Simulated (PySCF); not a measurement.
## Telling isomers of C6H8FN apart by NMR

Theoretical values (PySCF): geometry from GFN2-xTB, shieldings: GIAO PBE0/pcSseg-1. Single conformer, gas phase, relativity neglected, fast rotation and ring inversion assumed for equivalent nuclei.

Scale: TMS for 1H and 13C (reference shieldings calculated alike). Splittings of carbon signals by F and P are missing where no couplings were computed. Where no couplings were computed, multiplicities follow the n + 1 count of equivalent neighbours, and m marks all less simple cases (inequivalent or close neighbours, rings, F or P nearby). Shifts are as computed. Against solution values, carbons near 30 ppm lie about +3 ppm off and those near 130 ppm about +5 ppm. Of 1211 compounds with measured shifts, 218 miss one by over three times the rms of a fit or turn the order of signals round; such compounds aren't used in these exercises. OH and NH positions are gas-phase values without hydrogen bonding to other molecules.

(1) Tabulate the signals of `[H]/N=C/[C@@H]1[C@@H](F)C12CC2`, `C/C=C(\C)[C@H](F)C#N` and their relative energies.

(2) What is the quickest way to tell [H]/N=C/[C@@H]1[C@@H](F)C12CC2 from C/C=C(\C)[C@H](F)C#N?

Answers

(1) 
```json
{"SMILES": "[H]/N=C/[C@@H]1[C@@H](F)C12CC2", "carbon types": "1×C 3×CH 2×CH2", "δC": "174.8, 82.9, 38.1, 21.3, 9.2, 6.9", "δH": "10.76 (br s, 1H), 7.70 (m, 1H), 4.88 (m, 1H), 2.55 (m, 1H), 1.28 (m, 1H), 1.16 (m, 1H), 1.00 (m, 1H), 0.95 (m, 1H)", "E rel. (kcal/mol)": "28.6"}
{"SMILES": "C/C=C(\\C)[C@H](F)C#N", "carbon types": "2×C 2×CH 2×CH3", "δC": "133.7, 130.2, 120.3, 84.0, 16.4, 14.3", "δH": "6.26 (m, 1H), 5.40 (m, 1H), 2.00 (d, 3H), 1.86 (s, 3H)", "E rel. (kcal/mol)": "0.0"}
```

Energies are electronic energies at PBE0/pcSseg-1 on these geometries, without zero-point or thermal terms, each for the one conformer computed, which needn't be the lowest.

(2) Both give the same number of carbon signals, but DEPT or the intensities differ. The first has a three-membered-ring carbon (C) at 21.3 ppm, the second a fully substituted alkene carbon (C) at 133.7 ppm. Their most deshielded carbons lie at 174.8 and 133.7 ppm. In the proton spectra the most deshielded non-exchanging signals are 7.70 (m, 1H) and 6.26 (m, 1H).
